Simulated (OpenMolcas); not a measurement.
Mo5+ in a point-charge field

Mo5+ among 8 point charges of -0.96 e arranged as a cube (Oh), 1.81 Å from the ion.
```
   1.0450    1.0450    1.0450  -0.96
   1.0450    1.0450   -1.0450  -0.96
   1.0450   -1.0450    1.0450  -0.96
   1.0450   -1.0450   -1.0450  -0.96
  -1.0450    1.0450    1.0450  -0.96
  -1.0450    1.0450   -1.0450  -0.96
  -1.0450   -1.0450    1.0450  -0.96
  -1.0450   -1.0450   -1.0450  -0.96
```

```yaml
Program: OpenMolcas
Method: "SS-CASPT2, IPEA 0.25 Eh, imaginary shift 0.1 Eh (closed shells correlated: 4s 4p)"
Basis: ANO-RCC-VDZP [6s5p3d1f]
Scalar_Hamiltonian: DKH2, point nucleus
Active_space: 1 electron in 5 orbitals (4d)
State_averaging: 2S+1 = 2 even, 5 roots
Spin-orbit_coupling: RASSI with atomic mean-field integrals over the reference wave functions
```

The lowest spin-free states (labels of O, the rotations of Oh), above the lowest:

| State | Degeneracy | E (cm-1) | Free-ion L (%) |
| --- | --- | --- | --- |
| 2E | 2 | 0 | D (100) |
| 2T2 | 3 | 6710 | D (100) |

The lowest levels with spin-orbit coupling:

```json
{"E (cm-1)": "0", "Degeneracy": "4", "Label": "Γ8", "2S+1": "2", "g": ""}
{"E (cm-1)": "6660", "Degeneracy": "4", "Label": "Γ8", "2S+1": "2", "g": ""}
{"E (cm-1)": "7980", "Degeneracy": "2", "Label": "Γ7", "2S+1": "2", "g": "2.00 2.00 2.00"}
```

Powder χT (cm3 K/mol): 0.199 at 2 K, 0.201 at 10 K, 0.206 at 50 K, 0.213 at 100 K, 0.227 at 200 K, 0.241 at 300 K. The effective moment at 300 K is 2.828 √(χT) = 1.39 μB.

The lowest level has 2S+1 = 2, for which the spin-only value is χT = S(S+1) / 2 = 0.375 cm3 K/mol (g = 2). The computed 0.241 at 300 K differs by -0.134, through orbital momentum, spin-orbit coupling and any other state in reach.

The gap between the two states is 10Dq = -6705 cm-1 (negative for this site).

An orbital doublet at a regular site is open to a Jahn-Teller distortion, which this geometry leaves out. Free-ion shares, where given, are those of the reference states; single-state CASPT2 does not remix them. This is an electrostatic model: the charges have no orbitals. No measured value stands beside these numbers.
